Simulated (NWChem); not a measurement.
System: SiIF, singlet; SMILES F[Si]I

Here is an NWChem input.

```
start job
memory heap 200 mb stack 900 mb global 1100 mb
geometry units angstroms noautoz
  Si    -0.655379     1.559625     0.000000
  F      0.797429     2.295282     0.000000
  I      0.022385    -0.836912     0.000000
end
basis spherical
  * library def2-svpd
end
ecp
  I library def2-ecp
end
dft
  xc bhlyp
  iterations 150
end
tddft
  nroots 6
  notriplet
end
task tddft energy
```

Output (shortened):

```
             Northwest Computational Chemistry Package (NWChem) 7.3.0
             --------------------------------------------------------

 CS  symmetry detected

                             Geometry "geometry" -> ""
                             -------------------------

 Output coordinates in angstroms (scale by  1.889725989 to convert to a.u.)

  No.       Tag          Charge          X              Y              Z
 ---- ---------------- ---------- -------------- -------------- --------------
    1 Si                  14.0000    -0.67041838     1.57343804     0.00000000
    2 F                    9.0000     0.77021114     2.33266718     0.00000000
    3 I                   53.0000     0.04630108    -0.81173844     0.00000000

 Effective nuclear repulsion energy (a.u.)     276.8302999759

      Symmetry information
      --------------------

 Group name             Cs
 Group number              2
 Group order               2
 No. of unique centers     3

                                 NWChem DFT Module
                                 -----------------

 Summary of "ao basis" -> "ao basis" (spherical)
 ------------------------------------------------------------------------------
       Tag                 Description            Shells   Functions and Types
 ---------------- ------------------------------  ------  ---------------------
 Si                        def2-svpd                10       24   5s3p2d
 F                         def2-svpd                 9       23   4s3p2d
 I                         def2-svpd                13       35   5s5p3d

      Symmetry analysis of basis
      --------------------------

        a'         57
        a"         25

            General Information
            -------------------
          SCF calculation type: DFT
          Wavefunction type:  closed shell.
          No. of atoms     :     3
          No. of electrons :    48
           Alpha electrons :    24
            Beta electrons :    24
          Charge           :     0
          Spin multiplicity:     1
          Use of symmetry is: off; symmetry adaption is: on
          Maximum number of iterations: 150
          AO basis - number of functions:    82
                     number of shells:    32
          Convergence on energy requested:  1.00D-06
          Convergence on density requested:  1.00D-05
          Convergence on gradient requested:  5.00D-04

              XC Information
              --------------
                        BHLYP Method XC Functional
                     Hartree-Fock (Exact) Exchange  0.500
                        Slater Exchange Functional  0.500 local
                    Becke 1988 Exchange Functional  0.500 non-local
              Lee-Yang-Parr Correlation Functional  1.000

             Grid Information
             ----------------
          Grid used for XC integration:  medium
          Radial quadrature: Mura-Knowles
          Angular quadrature: Lebedev.
          Tag              B.-S. Rad. Rad. Pts. Rad. Cut. Ang. Pts.
          ---              ---------- --------- --------- ---------
          Si                  1.10       88          12.0       590
          F                   0.50       49          13.0       434
          I                   1.40      123          12.0       590
          Grid pruning is: on
          Number of quadrature shells:   260
          Spatial weights used:  Erf1

      Superposition of Atomic Density Guess
      -------------------------------------

 Sum of atomic energies:        -735.16275937

      Non-variational initial energy
      ------------------------------

 Total energy =    -684.916851
 1-e energy   =   -1360.511869
 2-e energy   =     523.383517
 HOMO         =      -0.268229
 LUMO         =      -0.043433

      Symmetry analysis of molecular orbitals - initial
      -------------------------------------------------

  Numbering of irreducible representations:

     1 a'          2 a"

  Orbital symmetries:

[...]

                                NWChem TDDFT Module
                                -------------------

            General Information
            -------------------
           No. of orbitals :     164
            Alpha orbitals :      82
             Beta orbitals :      82
        Alpha frozen cores :       0
         Beta frozen cores :       0
     Alpha frozen virtuals :       0
      Beta frozen virtuals :       0
         Spin multiplicity :       1
    Number of AO functions :      82
        Use of symmetry is : off
      Symmetry adaption is : on
         Schwarz screening :  0.10D-07

              XC Information
              --------------
                 BHLYP Method XC Functional
              Hartree-Fock (Exact) Exchange   0.50
                 Slater Exchange Functional   0.50 local
             Becke 1988 Exchange Functional   0.50 non-local
       Lee-Yang-Parr Correlation Functional   1.00

             TDDFT Information
             -----------------
          Calculation type : TDDFT
         Wavefunction type : Restricted singlets
          No. of electrons :      48
           Alpha electrons :      24
            Beta electrons :      24
              No. of roots :       6
          Max subspacesize :    5200
            Max iterations :     100
               Target root :       1
           Target symmetry : none
      Symmetry restriction : off
                 Algorithm : Optimal
        Davidson threshold :  0.10D-03

    6 smallest eigenvalue differences (eV)
--------------------------------------------------------
  No. Spin  Occ  Vir  Irrep   E(Occ)    E(Vir)   E(Diff)
--------------------------------------------------------
    1    1   24   25 a"       -0.313    -0.076     6.442
    2    1   23   25 a"       -0.333    -0.076     6.979
    3    1   22   25 a'       -0.335    -0.076     7.055
    4    1   24   26 a'       -0.313     0.000     8.519
    5    1   23   26 a'       -0.333     0.000     9.056
    6    1   22   26 a"       -0.335     0.000     9.132
--------------------------------------------------------

  Entering Davidson iterations
  Restricted singlet excited states

  Iter   NTrls   NConv    DeltaV     DeltaE      Time
  ----  ------  ------  ---------  ---------  ---------
    1      6       0     0.19E+00   0.10+100       12.8
    2     18       0     0.44E-01   0.23E-01       14.3
    3     30       0     0.27E-01   0.27E-02       18.0
    4     42       0     0.26E-01   0.11E-02       15.6
    5     54       2     0.26E-01   0.39E-02       14.1
    6     62       3     0.88E-02   0.72E-03       16.6
    7     68       4     0.24E-02   0.50E-04       14.6
    8     72       5     0.56E-03   0.31E-05        9.8
    9     74       5     0.14E-03   0.14E-06       11.8
   10     76       6     0.62E-04   0.73E-08       12.4
  ----  ------  ------  ---------  ---------  ---------
  Convergence criterion met

  Ground state a'       -686.853077133950 a.u.

  ----------------------------------------------------------------------------
  Root   1 singlet a"             0.134680716 a.u.                3.6649 eV
  ----------------------------------------------------------------------------
     Transition Moments    X  0.00000   Y  0.00000   Z  0.45589
     Dipole Oscillator Strength                    0.0186611965
     Electric Quadrupole                           0.0000001690
     Magnetic Dipole                               0.0000035850
     Total Oscillator Strength                     0.0186649505

     Occ.   23  a'  ---  Virt.   25  a"   0.17738 X
     Occ.   24  a'  ---  Virt.   25  a"  -0.98299 X
     Occ.   24  a'  ---  Virt.   25  a"   0.07379 Y
     Occ.   24  a'  ---  Virt.   35  a"   0.05427 X
  ----------------------------------------------------------------------------
  Root   2 singlet a"             0.154646518 a.u.                4.2081 eV
  ----------------------------------------------------------------------------
     Transition Moments    X -0.00000   Y  0.00000   Z -0.13306
     Dipole Oscillator Strength                    0.0018252131
     Electric Quadrupole                           0.0000000240
     Magnetic Dipole                               0.0000005095
     Total Oscillator Strength                     0.0018257465

     Occ.   23  a'  ---  Virt.   25  a"  -0.98076 X
     Occ.   23  a'  ---  Virt.   35  a"   0.06469 X
     Occ.   24  a'  ---  Virt.   25  a"  -0.17607 X
  ----------------------------------------------------------------------------
  Root   3 singlet a'             0.173278514 a.u.                4.7152 eV
  ----------------------------------------------------------------------------
     Transition Moments    X -0.10331   Y  0.38707   Z  0.00000
     Dipole Oscillator Strength                    0.0185408251
     Electric Quadrupole                           0.0000000044
     Magnetic Dipole                               0.0000000002
     Total Oscillator Strength                     0.0185408297

     Occ.   21  a'  ---  Virt.   26  a'  -0.05635 X
     Occ.   22  a"  ---  Virt.   25  a"  -0.95456 X
     Occ.   23  a'  ---  Virt.   26  a'  -0.08237 X
     Occ.   23  a'  ---  Virt.   27  a'   0.09551 X
     Occ.   24  a'  ---  Virt.   26  a'   0.24037 X
     Occ.   24  a'  ---  Virt.   32  a'  -0.05453 X
  ----------------------------------------------------------------------------
  Root   4 singlet a'             0.225129891 a.u.                6.1261 eV
  ----------------------------------------------------------------------------
     Transition Moments    X  0.33886   Y -0.77227   Z  0.00000
     Dipole Oscillator Strength                    0.1067470117
     Electric Quadrupole                           0.0000001757
     Magnetic Dipole                               0.0000000427
     Total Oscillator Strength                     0.1067472300

[...]
```

Level: BHandHLYP/def2-SVPD with def2 effective core potentials on I, full TDDFT. Low-valent species are run as closed-shell singlets; no triplet was tried in these runs. Geometry: optimised at PBE0/def2-SVP. def2 effective core potentials on I; no spin-orbit coupling.
